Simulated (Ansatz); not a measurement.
Cartesian coordinates in Å:
```
O 1.599 -2.461 -0.936
Si 1.096 -1.838 0.495
C 0.101 -0.317 0.247
C -0.539 0.703 0.082
Si -1.541 2.199 -0.168
F -0.594 3.482 -0.107
H 2.113 -1.900 -1.519
H 2.231 -1.462 1.375
H 0.252 -2.874 1.124
H -2.544 2.311 0.912
H -2.173 2.157 -1.504
```

Charge 0, multiplicity 1.

Question: List the PBE0/def2-TZVPP orbital energies in eV (Ansatz). (An estimate is asked.)

Answer: The calculation gave: Occupied: -1803.96, -1803.53, -673.93, -523.06, -278.55, -278.46, -146.17, -145.76, -100.88, -100.82, -100.79, -100.45, -100.42, -100.40, -33.33, -28.52, -21.37, -16.92, -16.22, -14.46, -13.43, -12.92, -12.86, -11.74, -11.28, -10.87, -10.17, -10.10, -9.42, -8.57, -8.55. Lowest empty: -1.27, -1.13, 0.86, 1.21, 1.27, 1.42, 2.07, 2.20.
